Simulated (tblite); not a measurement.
Compound: C₅H₄N₄.
Numbering: `[CH3:1][c:2]1[n:3][n:4][cH:5][c:6]([C:7]#[N:8])[n:9]1` (hydrogens: H10, H11, H12 on C1; H13 on C5)

Structure used (GFN2-xTB), in Å, numbered top down from 1:
```
atom  x, y, z in Å
C1    -2.2616   -0.4119   -0.3258
C2    -0.8974    0.0597    0.0211
N3    -0.7876    1.1724    0.7372
N4     0.3883    1.6265    1.0477
C5     1.4683    0.9819    0.6569
C6     1.3422   -0.2037   -0.0910
C7     2.4972   -0.9208   -0.5073
N8     3.4635   -1.4521   -0.8148
N9     0.1403   -0.6604   -0.4082
H10   -2.9981    0.1514    0.2385
H11   -2.4317   -0.2670   -1.3917
H12   -2.3496   -1.4758   -0.1191
H13    2.4219    1.4004    0.9390
```

Computed with GFN2-xTB (tblite): harmonic, unscaled wavenumbers at the GFN2-xTB geometry, gas phase. The method is semi-empirical: single wavenumbers can be off by several per cent or more. The optimisation stopped once no atom felt more than 0.01 eV/Å.

Lowest wavenumbers of the output (negative numbers stand for imaginary wavenumbers):
```
mode    cm-1
  1     -21.6
  2      36.4
  3     125.9
  4     129.2
  5     298.3
  6     317.9
  7     376.7
  8     467.0
  9     540.0
 10     567.8
 11     601.3
 12     735.6
 13     750.9
 14     857.1
 15     962.0
```

**Question.** Is this structure a minimum?

**Answer.** Not by this Hessian. 1 mode is imaginary beyond 20i (22i cm⁻¹), so at this level the point lies at or near a first-order saddle. The curvature is small, so loose convergence or finite differences may be the whole cause.

**Question.** Which atoms move in the imaginary mode?

**Answer.** 22i: H12 (methyl hydrogen) 23 %, H11 (methyl hydrogen) 22 %, C5 (aromatic CH next to a ring nitrogen) 16 %, H10 (methyl hydrogen) 13 %. These are shares of the mass-weighted motion.

**Question.** What is the remedy?

**Answer.** Step along that mode in both directions, optimise again with tighter thresholds and repeat the frequencies. The zero-point energy of this point (54.3 kcal/mol) counts the 32 real modes alone, and thermal corrections from it aren't those of a minimum.

Time: 0.35 s wall. Hardware: Arm Neoverse V1, one thread, no GPU, shared host. This covers the Hessian and the dipole derivatives.
